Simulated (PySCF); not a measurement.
HfO2, SMILES [O]=[Hf]=[O], multiplicity 1. Geometry optimised at PBE-D3(BJ)/def2-TZVP. The spin state was assumed, not searched. The isomer is the one that the SMILES or the coordinates give; other isomers of the formula were not compared. The def2 effective core potentials stand for the cores of Hf; spin–orbit coupling is left out.

Computed equilibrium geometry at PBE-D3(BJ)/def2-TZVP (PySCF confirms it by a frequency run) as Cartesian coordinates in Å, and its point group:
point group C2v.
```xyz
3

Hf     0.0000     0.0000     0.1965
O      0.0000    -1.4334    -0.8843
O      0.0000     1.4334    -0.8843
```
